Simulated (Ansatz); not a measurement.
Question: Name a neutral molecule of C, Cl, O, Si and H with LUMO energy (PBE0/def2-TZVPP) between -0.75 and -0.45 eV and HOMO–LUMO gap (PBE/def2-TZVPP) between 5.60 and 5.90 eV (Ansatz, PBE0-D4/def2-TZVP geometry).

Answer: `C#C[SiH](Cl)OC` (-0.52 eV, 5.62 eV). Other molecules can fit too; these were computed, each in one conformer that needn't be the lowest.
